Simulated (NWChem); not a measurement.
System: C2H6ClFSi; SMILES [C@@H]([SiH3])(CCl)F

Here is an NWChem input.

```
start job
memory heap 200 mb stack 900 mb global 1100 mb
geometry units angstroms noautosym nocenter noautoz
  F     -1.553591    -0.347603     0.103949
  C     -0.237104    -0.383377    -0.320703
  Si     0.408660    -2.165526    -0.029631
  C      0.563995     0.666564     0.402501
  Cl     0.023861     2.325166     0.006440
  H     -0.222885    -0.163888    -1.404295
  H      1.791810    -2.291419    -0.582394
  H     -0.505395    -3.115370    -0.723922
  H      0.426232    -2.448897     1.435698
  H      1.626836     0.592652     0.130139
  H      0.467016     0.547819     1.491030
end
basis spherical
  * library 6-31g*
end
dft
  xc b3lyp
  iterations 150
end
cosmo
  do_cosmo_smd true
  solvent water
end
task dft energy
```

NWChem printed, in part:

```
             Northwest Computational Chemistry Package (NWChem) 7.3.0
             --------------------------------------------------------

                             Geometry "geometry" -> ""
                             -------------------------

 Output coordinates in angstroms (scale by  1.889725989 to convert to a.u.)

  No.       Tag          Charge          X              Y              Z
 ---- ---------------- ---------- -------------- -------------- --------------
    1 F                    9.0000    -1.55359100    -0.34760300     0.10394900
    2 C                    6.0000    -0.23710400    -0.38337700    -0.32070300
    3 Si                  14.0000     0.40866000    -2.16552600    -0.02963100
    4 C                    6.0000     0.56399500     0.66656400     0.40250100
    5 Cl                  17.0000     0.02386100     2.32516600     0.00644000
    6 H                    1.0000    -0.22288500    -0.16388800    -1.40429500
    7 H                    1.0000     1.79181000    -2.29141900    -0.58239400
    8 H                    1.0000    -0.50539500    -3.11537000    -0.72392200
    9 H                    1.0000     0.42623200    -2.44889700     1.43569800
   10 H                    1.0000     1.62683600     0.59265200     0.13013900
   11 H                    1.0000     0.46701600     0.54781900     1.49103000

 Effective nuclear repulsion energy (a.u.)     283.2756395273

                                 NWChem DFT Module
                                 -----------------

 Summary of "ao basis" -> "ao basis" (spherical)
 ------------------------------------------------------------------------------
       Tag                 Description            Shells   Functions and Types
 ---------------- ------------------------------  ------  ---------------------
 F                           6-31g*                  6       14   3s2p1d
 C                           6-31g*                  6       14   3s2p1d
 Si                          6-31g*                  8       18   4s3p1d
 Cl                          6-31g*                  8       18   4s3p1d
 H                           6-31g*                  2        2   2s

 in cosmo_initialize ...
 calling solv_data for solv:h2o

 solvent parameters
 solvname_short: h2o
 solvname_long:  water
 dielec:       78.4000
 dielecinf:     1.7769
 aqueous SMD model solvent descriptors
 dielec:       78.4000
 sola:          0.8200

          ---------------
          -cosmo- solvent
          ---------------
 Cosmo: York-Karplus, doi: 10.1021/jp992097l
 dielectric constant -eps-     =  78.40
 screen = (eps-1)/(eps    )    =   0.98724
 surface charge correction     = lagrangian

   van der Waals surface
 --------------------------

[...]

                                COSMO-SMD solvation results
                                ---------------------------

             internal energy in gas <Psi(g)|H|Psi(g)> =      -929.328078217268
         internal energy in solvent <Psi(s)|H|Psi(s)> =      -929.326579566292
                               delta internal energy  =         0.001498650976 (    0.94 kcal/mol)
   total free energy in solvent <Psi(s)|H+V/2|Psi(s)> =      -929.335938024273
 polarization energy contribution <Psi(s)|V/2|Psi(s)> =        -0.009358457981 (   -5.87 kcal/mol)
    total free energy in solvent including G(SMD-CDS) =      -929.330393919378
                       G(SMD-CDS) energy contribution =         0.005544104894 (    3.48 kcal/mol)
     1 M fixed-concentration free energy of solvation =        -0.002315702110 (   -1.45 kcal/mol)

                       DFT Final Molecular Orbital Analysis
                       ------------------------------------

 Vector   27  Occ=2.000000D+00  E=-3.104782D-01
              MO Center= -1.7D-01,  7.3D-01, -3.8D-02, r^2= 4.0D+00
   Bfn.  Coefficient  Atom+Function         Bfn.  Coefficient  Atom+Function
  ----- ------------  ---------------      ----- ------------  ---------------
    69      0.353424   5 Cl pz               67      0.342736   5 Cl px
     5     -0.205608   1 F  pz               73      0.205038   5 Cl pz
    19      0.195590   2 C  pz               71      0.187639   5 Cl px
     4      0.181306   1 F  py               80     -0.165530   6 H  s
    36      0.159148   3 Si py                9     -0.155893   1 F  pz

 Vector   28  Occ=2.000000D+00  E=-3.010654D-01
              MO Center=  1.4D-01,  2.1D+00,  8.0D-02, r^2= 1.8D+00
   Bfn.  Coefficient  Atom+Function         Bfn.  Coefficient  Atom+Function
  ----- ------------  ---------------      ----- ------------  ---------------
    67      0.509556   5 Cl px               69     -0.456820   5 Cl pz
    71      0.295611   5 Cl px               73     -0.266168   5 Cl pz
    63     -0.198984   5 Cl px               65      0.178408   5 Cl pz
    88     -0.133890  10 H  s                49     -0.125509   4 C  px
    51      0.121043   4 C  pz               87     -0.121486  10 H  s

 Vector   29  Occ=2.000000D+00  E=-2.916143D-01
              MO Center= -1.4D-01,  3.7D-01, -6.5D-02, r^2= 4.5D+00
   Bfn.  Coefficient  Atom+Function         Bfn.  Coefficient  Atom+Function
  ----- ------------  ---------------      ----- ------------  ---------------
    18      0.328764   2 C  py               69      0.306571   5 Cl pz
    68      0.291098   5 Cl py               36     -0.272937   3 Si py
     4     -0.265626   1 F  py                8     -0.201809   1 F  py
    67      0.202635   5 Cl px               72      0.182609   5 Cl py
    73      0.176357   5 Cl pz               22      0.138716   2 C  py

 Vector   30  Occ=0.000000D+00  E= 1.597395D-02
              MO Center=  2.3D-01,  5.7D-01,  1.0D-01, r^2= 5.4D+00
   Bfn.  Coefficient  Atom+Function         Bfn.  Coefficient  Atom+Function
  ----- ------------  ---------------      ----- ------------  ---------------
    52      0.893361   4 C  s                72      0.687650   5 Cl py
    54      0.579193   4 C  py               70     -0.536569   5 Cl s
    84     -0.474185   8 H  s                39     -0.460404   3 Si px
    68      0.363340   5 Cl py               50      0.301905   4 C  py
    82      0.276483   7 H  s                41     -0.224320   3 Si pz

 Vector   31  Occ=0.000000D+00  E= 3.129726D-02
              MO Center=  5.2D-01, -2.2D+00,  3.8D-02, r^2= 4.7D+00
   Bfn.  Coefficient  Atom+Function         Bfn.  Coefficient  Atom+Function
  ----- ------------  ---------------      ----- ------------  ---------------
    40      1.172206   3 Si py               20     -0.921700   2 C  s
    39     -0.416245   3 Si px               52     -0.410040   4 C  s
    22      0.397405   2 C  py               82      0.299751   7 H  s
    84      0.293427   8 H  s                36      0.271883   3 Si py
    38      0.231933   3 Si s                88      0.188723  10 H  s

 Vector   32  Occ=0.000000D+00  E= 5.606396D-02
              MO Center=  9.7D-02, -1.8D+00, -2.1D-01, r^2= 4.3D+00
   Bfn.  Coefficient  Atom+Function         Bfn.  Coefficient  Atom+Function
  ----- ------------  ---------------      ----- ------------  ---------------
    41      0.980108   3 Si pz               86     -0.882250   9 H  s
    82      0.811888   7 H  s                39     -0.578377   3 Si px
    52     -0.359073   4 C  s                20      0.346185   2 C  s
     6     -0.286749   1 F  s                37      0.272129   3 Si pz
    40     -0.246398   3 Si py               35     -0.210953   3 Si px

     Multipole analysis of the density
     ---------------------------------

     L   x y z        total         alpha         beta         nuclear
     -   - - -        -----         -----         ----         -------
     0   0 0 0     -0.000000    -29.000000    -29.000000     58.000000

     1   1 0 0      0.964029      2.665104      2.665104     -4.366178
     1   0 1 0     -0.855456     -1.280042     -1.280042      1.704627
     1   0 0 1     -0.066328     -1.419496     -1.419496      2.772665

     2   2 0 0    -34.602884    -76.006946    -76.006946    117.411009
     2   1 1 0     -0.153036     10.821599     10.821599    -21.796234
     2   1 0 1      0.540208     -2.146155     -2.146155      4.832517
     2   0 2 0    -37.440580   -346.951774   -346.951774    656.462969
     2   0 1 1      0.411439     -7.602697     -7.602697     15.616832
     2   0 0 2    -32.103259    -31.828620    -31.828620     31.553981
```

Level: B3LYP/6-31G* (spherical d), SMD on the gas-phase geometry. Structure relaxed at the PBE0/def2-SVP level. Solvent: water.
